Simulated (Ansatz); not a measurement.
Hf₂SO₆H₆⁺, that is [(OH)3Hf]2S with one electron fewer. The state is a doublet with charge 1. Geometry r2SCAN-D4/def2-SVP; atoms count from 1.

```csv
atom,x (Å),y (Å),z (Å)
Hf1,-0.121,-0.908,-1.839
O2,-1.708,-1.776,-2.417
O3,1.476,-1.138,-2.838
O4,0.187,-1.061,0.188
S5,-0.583,1.501,-1.433
Hf6,0.012,0.846,1.329
O7,-1.718,1.551,1.732
O8,1.394,2.144,1.043
O9,0.553,-0.210,2.840
H10,-2.411,-2.287,-2.833
H11,2.197,-1.354,-3.439
H12,0.450,-1.774,0.796
H13,-2.487,2.019,2.068
H14,1.968,2.915,1.070
H15,0.791,-0.469,3.734
```

In the def2 sets Hf takes a core potential; there is no spin–orbit coupling.

Estimate the Mulliken populations from the PBE0/def2-TZVP orbitals of Ansatz.


```json
{"atom": "Hf1", "charge (e)": "1.57", "spin (α − β)": "0.00", "d electrons": "1.67"}
{"atom": "O2", "charge (e)": "-0.65", "spin (α − β)": "0.02", "d electrons": "–"}
{"atom": "O3", "charge (e)": "-0.65", "spin (α − β)": "0.01", "d electrons": "–"}
{"atom": "O4", "charge (e)": "-0.76", "spin (α − β)": "0.00", "d electrons": "–"}
{"atom": "S5", "charge (e)": "-0.23", "spin (α − β)": "0.97", "d electrons": "–"}
{"atom": "Hf6", "charge (e)": "1.57", "spin (α − β)": "-0.02", "d electrons": "1.65"}
{"atom": "O7", "charge (e)": "-0.66", "spin (α − β)": "0.01", "d electrons": "–"}
{"atom": "O8", "charge (e)": "-0.66", "spin (α − β)": "0.02", "d electrons": "–"}
{"atom": "O9", "charge (e)": "-0.69", "spin (α − β)": "0.00", "d electrons": "–"}
{"atom": "H10", "charge (e)": "0.36", "spin (α − β)": "0.00", "d electrons": "–"}
{"atom": "H11", "charge (e)": "0.36", "spin (α − β)": "0.00", "d electrons": "–"}
{"atom": "H12", "charge (e)": "0.39", "spin (α − β)": "0.00", "d electrons": "–"}
{"atom": "H13", "charge (e)": "0.35", "spin (α − β)": "0.00", "d electrons": "–"}
{"atom": "H14", "charge (e)": "0.35", "spin (α − β)": "0.00", "d electrons": "–"}
{"atom": "H15", "charge (e)": "0.35", "spin (α − β)": "0.00", "d electrons": "–"}
```
Mulliken values depend strongly on the basis.

Where does the spin sit?

Summed by element: Hf -0.03, O 0.06, S 0.97, H 0.00, of 1 unpaired in all. Largest on single atoms: S5 0.97, O8 0.02, Hf6 -0.02.

And the Mayer bond orders between heavy atoms (over 0.3)?

Hf1–O2 1.17 (1.90 Å); Hf1–O3 1.17 (1.90 Å); Hf1–O4 0.65 (2.06 Å); Hf1–S5 0.97 (2.49 Å); O4–Hf6 0.39 (2.23 Å); Hf6–O7 1.13 (1.91 Å); Hf6–O8 1.10 (1.92 Å); Hf6–O9 1.07 (1.92 Å).
